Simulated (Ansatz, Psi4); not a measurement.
Input for Psi4:
```
memory 2 GB

molecule mol {
1 2
Cl   -1.651324   -2.578647   -0.803901
B    -0.749138   -1.169826   -0.364697
N    -1.398382    0.072670   -0.129615
B    -0.679033    1.244044    0.232320
Cl   -1.496793    2.742245    0.512104
N     0.733512    1.145425    0.357090
B     1.428171   -0.074218    0.132377
Cl    3.148117   -0.163598    0.291798
N     0.664870   -1.218095   -0.227475
H    -2.404911    0.124976   -0.222910
H     1.261480    1.969882    0.614117
H     1.143431   -2.094858   -0.391207
}

set {
  basis sto-3g
  reference uhf
  freeze_core true
  mp2_type conv
  scf_type pk
  puream true
  d_convergence 1e-8
}

energy('ccsd(t)')
print_variables()
```

Q: Convert this to an input for Ansatz (a first-principles code).

A: This is not unique; one that fits is 
Ansatz 0.2 input:
```yaml
crystal:
  periodic: [false, false, false]
  atoms:
    - {symbol: Cl, position_ang: [-1.65132389, -2.57864702, -0.80390143]}
    - {symbol: B, position_ang: [-0.74913786, -1.16982630, -0.36469708]}
    - {symbol: N, position_ang: [-1.39838151, 0.07266979, -0.12961545]}
    - {symbol: B, position_ang: [-0.67903341, 1.24404417, 0.23232042]}
    - {symbol: Cl, position_ang: [-1.49679272, 2.74224541, 0.51210369]}
    - {symbol: N, position_ang: [0.73351184, 1.14542527, 0.35708998]}
    - {symbol: B, position_ang: [1.42817127, -0.07421787, 0.13237665]}
    - {symbol: Cl, position_ang: [3.14811661, -0.16359839, 0.29179773]}
    - {symbol: N, position_ang: [0.66486967, -1.21809506, -0.22747453]}
    - {symbol: H, position_ang: [-2.40491135, 0.12497619, -0.22291032]}
    - {symbol: H, position_ang: [1.26148045, 1.96988176, 0.61411692]}
    - {symbol: H, position_ang: [1.14343090, -2.09485796, -0.39120660]}
basis:
  gaussian:
    orbitals: STO-3G
total_charge: 1
magnetization: {spin_polarized: true, initial_magnetization: 1}
correlation: {method: ccsd_t, electrons: outside_noble_gas}
accuracy: high
```

Both were run: Psi4 gave -1600.362154 Eh and Ansatz -1600.362390 Eh, 0.236 mEh apart.
